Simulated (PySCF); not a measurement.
CH₃BCl₂OSi.
Numbering: `[O:1]=[CH:2][SiH2:3][B:4]([Cl:5])[Cl:6]` (hydrogens: H7 on C2; H8, H9 on Si3)

Method used: PBE0-D3(BJ)/def2-SVP geometry optimisation, gas phase in PySCF 2.14.0.

**Question.** Give the optimised bond lengths and angles.

**Answer.** 
```csv
bond,length (bohr),order
O1=C2,2.278,double
C2–Si3,3.670,single
Si3–B4,3.817,single
"B4–Cl5, B4–Cl6",3.297,single
C2–H7,2.128,single
"Si3–H8, Si3–H9",2.827,single
```

Bonds in one row agree within 0.02 bohr and their mean is given. Orders are formal, as drawn. A selection of angles:
```csv
angle,degrees
O1–C2–Si3,120.9
O1–C2–H7,119.9
Si3–C2–H7,119.2
C2–Si3–B4,103.0
C2–Si3–H8,108.3
B4–Si3–H8,114.0
H8–Si3–H9,108.8
Si3–B4–Cl5,120.4
Cl5–B4–Cl6,119.1
```

Dihedral angles: O1–C2–Si3–B4 0° (synperiplanar); C2–Si3–B4–Cl5 87° (synclinal).

B4 (three-coordinate boron) is planar (angles 120.4°, 120.4° and 119.1°, sum 359.9°, 0.03 Å off the plane of its three neighbours). Si3 (SiH2 silicon) is distorted tetrahedral (angles from 103.0° to 114.2°).

Stationary, but not proved a minimum. One conformer, not necessarily the lowest.
